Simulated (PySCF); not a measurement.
Gas-phase reaction: GaH2Cl = GaH + HCl

Method: PySCF energies (xtb for GFN2) plus ideal-gas RRHO corrections (1 bar). † marks an energy on the PBE0/def2-TZVP geometry and frequencies; other levels use their own. MP2 and CCSD(T) freeze the core. 6-31G* has spherical d functions here. All species are closed-shell singlets. B3LYP is the form with VWN-RPA correlation. Ga: all electrons, no relativistic terms. GaH2Cl, GaH: computed as isolated molecules; such fragments, hydroxides, amides, oligomers or adducts are transient or little studied in the gas. MP2 isn't extrapolated to the basis-set limit. CCSD(T) isn't extrapolated to the basis-set limit.

```
level               ΔH°(298 K), kJ
------------------  --------------
B3LYP/6-31G*                   177
B3LYP/def2-TZVP†               174
CCSD(T)/def2-SVP†              193
GFN2-xTB                       192
HF/6-31G*                        …
HF/def2-TZVP†                  189
MP2/def2-SVP†                    …
MP2/def2-TZVPP†                215
PBE/def2-TZVP†                 186
PBE0/def2-QZVP†                  …
ωB97M-V/def2-TZVP†               …
```

**Question.** What belongs in the gaps?

**Answer.** 
- HF/6-31G*, ΔH°(298 K), kJ: 198
- MP2/def2-SVP†, ΔH°(298 K), kJ: 215
- PBE0/def2-QZVP†, ΔH°(298 K), kJ: 195
- ωB97M-V/def2-TZVP†, ΔH°(298 K), kJ: 192
